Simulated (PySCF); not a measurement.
**Structure from NMR data**

The spectra below were simulated for a compound C9H13N.

1H NMR (400 MHz, computed): δ 7.42 (d, 1H), 7.32 (m, 1H), 7.14 (m, 1H), 7.00 (d, 1H), 2.43 (s, 6H), 2.41 (s, 3H).

13C{1H} NMR (computed): δ 159.8, 139.1, 138.6, 134.6, 129.2, 125.6, 40.1, 18.4.

How the numbers were obtained: PBE0-D3(BJ)/def2-SVP structure, GIAO HF/pcSseg-1 shieldings, in PySCF 2.14.0 with density-fitted response routines (fast rotation and ring inversion assumed for equivalent nuclei, in vacuum, a single conformation, relativity neglected).

Shifts are taken against calculated references (same method and geometry level): 1H (σ = 31.69 ppm), 13C (σ = 190.85 ppm) vs TMS.

Question: What is the structure?

Answer: 
- Rings plus π bonds: 4 (1 ring in the answer).
- 8 carbon signals for 9 carbons: some carbons are equivalent by symmetry or fast rotation.
- Carbon types of the structure: 2 × C, 4 × CH, 3 × CH3, which accounts for all hydrogens.
- δC 159.8: aromatic carbon bearing nitrogen; σ withdrawal by the attached heteroatom moves it downfield of the ring CH carbons.
- δC 139.1, 134.6, 129.2, 125.6: aromatic CH.
- δC 138.6: substituted aromatic carbon.
- δC 18.4: methyl carbon on an aromatic ring; aliphatic region, no heteroatom directly attached.
- δH 7.42, 7.32, 7.14, 7.00: hydrogen on an aromatic CH.
- δH 2.43: hydrogen on a methyl carbon bonded to N; its carbon carries N, an electronegative neighbour.
- δH 2.41: hydrogen on a methyl carbon on an aromatic ring; benzylic-type position, deshielded by the ring.

Structure: `N(c1c(C)cccc1)(C)C`.

The data come from this structure; uniqueness wasn't tested.

Shifts are as computed. Against solution values, carbons near 30 ppm lie about -0 ppm off and those near 130 ppm about +7 ppm. Of 1211 compounds with measured shifts, 218 miss one by over three times the rms of a fit or turn the order of signals round; such compounds aren't used in these exercises. No couplings were computed; multiplicities are counted from neighbouring protons, with m where these are inequivalent, close in shift, in a saturated or five-membered ring or joined by F or P, and br s for small geminal =CH2 splittings.
